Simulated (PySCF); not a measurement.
Level of theory: B3LYP-D3(BJ)/def2-TZVP // r2SCAN-D4/def2-SVP (PySCF 2.14.0). Gas-phase values, no solvent. One relaxed conformer stands for a flexible species; it need not be the lowest. B3LYP has the VWN-RPA correlation part, as in Gaussian. 

Reference species: [Hf(OH)4] (neutral, multiplicity 1).

```
Item                    Value
-------------------  --------
coordination number         4
HOMO                 -8.14 eV
```

Changed species: [Hf(OH)3(H)] (1 of 4 OH replaced by H; the reference has 0 of 4 OH replaced by H).

What does the change do to the coordination number and HOMO?

the coordination number stays essentially unchanged; the HOMO increases by 0.62 eV, to -7.52 eV.
